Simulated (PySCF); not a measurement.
3-chlorobenzonitrile, C7H4ClN.
Numbering: `[N:1]#[C:2][c:3]1[cH:4][cH:5][cH:6][c:7]([Cl:8])[cH:9]1` (hydrogens: H10 on C4; H11 on C5; H12 on C6; H13 on C9)

The same species was optimised twice, with GFN2-xTB and with PBE0-D3(BJ)/def2-SVP (PySCF), and the same property calculations (PySCF, gas phase) were run on both structures.

```json
{"coordinate": "C2–C3 (Å)", "GFN2-xTB": "1.416", "PBE0-D3(BJ)/def2-SVP": "1.433", "change": "+0.017"}
{"coordinate": "N1≡C2 (Å)", "GFN2-xTB": "1.146", "PBE0-D3(BJ)/def2-SVP": "1.159", "change": "+0.013"}
{"coordinate": "C4–C5 (Å)", "GFN2-xTB": "1.382", "PBE0-D3(BJ)/def2-SVP": "1.391", "change": "+0.009"}
{"coordinate": "C7–C9 (Å)", "GFN2-xTB": "1.384", "PBE0-D3(BJ)/def2-SVP": "1.391", "change": "+0.007"}
{"coordinate": "C5–C6 (Å)", "GFN2-xTB": "1.385", "PBE0-D3(BJ)/def2-SVP": "1.393", "change": "+0.008"}
{"coordinate": "C3–C4 (Å)", "GFN2-xTB": "1.395", "PBE0-D3(BJ)/def2-SVP": "1.402", "change": "+0.007"}
{"coordinate": "C3–C9 (Å)", "GFN2-xTB": "1.394", "PBE0-D3(BJ)/def2-SVP": "1.402", "change": "+0.008"}
{"coordinate": "C6–C7 (Å)", "GFN2-xTB": "1.388", "PBE0-D3(BJ)/def2-SVP": "1.396", "change": "+0.008"}
{"coordinate": "C7–Cl8 (Å)", "GFN2-xTB": "1.728", "PBE0-D3(BJ)/def2-SVP": "1.728", "change": "0.000"}
{"coordinate": "C5–C6–C7 (°)", "GFN2-xTB": "119.6", "PBE0-D3(BJ)/def2-SVP": "119.5", "change": "-0.1"}
{"coordinate": "C4–C3–C9 (°)", "GFN2-xTB": "120.6", "PBE0-D3(BJ)/def2-SVP": "120.5", "change": "-0.1"}
{"coordinate": "N1–C2–C3 (°)", "GFN2-xTB": "179.7", "PBE0-D3(BJ)/def2-SVP": "179.8", "change": "+0.1"}
{"coordinate": "C2–C3–C4 (°)", "GFN2-xTB": "119.9", "PBE0-D3(BJ)/def2-SVP": "120.0", "change": "+0.1"}
{"coordinate": "C3–C9–C7 (°)", "GFN2-xTB": "118.9", "PBE0-D3(BJ)/def2-SVP": "119.0", "change": "+0.1"}
{"coordinate": "C4–C5–C6 (°)", "GFN2-xTB": "120.5", "PBE0-D3(BJ)/def2-SVP": "120.6", "change": "+0.1"}
{"coordinate": "C6–C7–C9 (°)", "GFN2-xTB": "120.9", "PBE0-D3(BJ)/def2-SVP": "121.0", "change": "+0.1"}
{"coordinate": "C6–C7–Cl8 (°)", "GFN2-xTB": "119.6", "PBE0-D3(BJ)/def2-SVP": "119.6", "change": "0.0"}
```

Rotational constants: A = 2809, B = 896.9, C = 679.9 MHz (GFN2-xTB) against A = 2776, B = 886.6, C = 672.0 MHz (PBE0-D3(BJ)/def2-SVP). Point groups within 0.08 Å: Cs and Cs.

On the GFN2-xTB structure: HOMO (eV) -7.86 [PBE0/pcSseg-1]; LUMO (eV) -1.91 [PBE0/pcSseg-1]; dipole (D) 3.92 [PBE0/pcSseg-1]; GIAO shielding of N1 (ppm) -51.3 [PBE0/pcSseg-1]; GIAO shielding of C2 (ppm) 63.5 [PBE0/pcSseg-1]; GIAO shielding of C3 (ppm) 67.7 [PBE0/pcSseg-1]; GIAO shielding of C4 (ppm) 49.4 [PBE0/pcSseg-1]; GIAO shielding of C5 (ppm) 51.2 [PBE0/pcSseg-1]; GIAO shielding of C6 (ppm) 48.0 [PBE0/pcSseg-1]; GIAO shielding of C7 (ppm) 39.5 [PBE0/pcSseg-1]; GIAO shielding of Cl8 (ppm) 699.1 [PBE0/pcSseg-1].

Question: What do these properties become on the PBE0-D3(BJ)/def2-SVP structure?

Answer: 
```json
{"property": "HOMO (eV)", "level": "PBE0/pcSseg-1", "on GFN2-xTB": "-7.86", "on PBE0-D3(BJ)/def2-SVP": "-7.84", "change": "+0.02"}
{"property": "LUMO (eV)", "level": "PBE0/pcSseg-1", "on GFN2-xTB": "-1.91", "on PBE0-D3(BJ)/def2-SVP": "-1.96", "change": "-0.05"}
{"property": "dipole (D)", "level": "PBE0/pcSseg-1", "on GFN2-xTB": "3.92", "on PBE0-D3(BJ)/def2-SVP": "3.96", "change": "+0.04"}
{"property": "energy, GFN2-xTB geometry as zero (kcal/mol)", "level": "PBE0/pcSseg-1", "on GFN2-xTB": "0.0", "on PBE0-D3(BJ)/def2-SVP": "-0.2", "change": "-0.2"}
{"property": "GIAO shielding of N1 (ppm)", "level": "PBE0/pcSseg-1", "on GFN2-xTB": "-51.3", "on PBE0-D3(BJ)/def2-SVP": "-57.1", "change": "-5.8"}
{"property": "GIAO shielding of C2 (ppm)", "level": "PBE0/pcSseg-1", "on GFN2-xTB": "63.5", "on PBE0-D3(BJ)/def2-SVP": "61.1", "change": "-2.4"}
{"property": "GIAO shielding of C3 (ppm)", "level": "PBE0/pcSseg-1", "on GFN2-xTB": "67.7", "on PBE0-D3(BJ)/def2-SVP": "65.0", "change": "-2.7"}
{"property": "GIAO shielding of C4 (ppm)", "level": "PBE0/pcSseg-1", "on GFN2-xTB": "49.4", "on PBE0-D3(BJ)/def2-SVP": "47.6", "change": "-1.8"}
{"property": "GIAO shielding of C5 (ppm)", "level": "PBE0/pcSseg-1", "on GFN2-xTB": "51.2", "on PBE0-D3(BJ)/def2-SVP": "49.3", "change": "-1.9"}
{"property": "GIAO shielding of C6 (ppm)", "level": "PBE0/pcSseg-1", "on GFN2-xTB": "48.0", "on PBE0-D3(BJ)/def2-SVP": "45.8", "change": "-2.2"}
{"property": "GIAO shielding of C7 (ppm)", "level": "PBE0/pcSseg-1", "on GFN2-xTB": "39.5", "on PBE0-D3(BJ)/def2-SVP": "37.9", "change": "-1.6"}
{"property": "GIAO shielding of Cl8 (ppm)", "level": "PBE0/pcSseg-1", "on GFN2-xTB": "699.1", "on PBE0-D3(BJ)/def2-SVP": "696.3", "change": "-2.8"}
```

The heavy atoms differ by 0.016 Å rms after alignment. Among bonds between heavy atoms C2–C3 changes most (+0.017 Å). Changes are differences of the printed values. Neither structure is proved a minimum here.
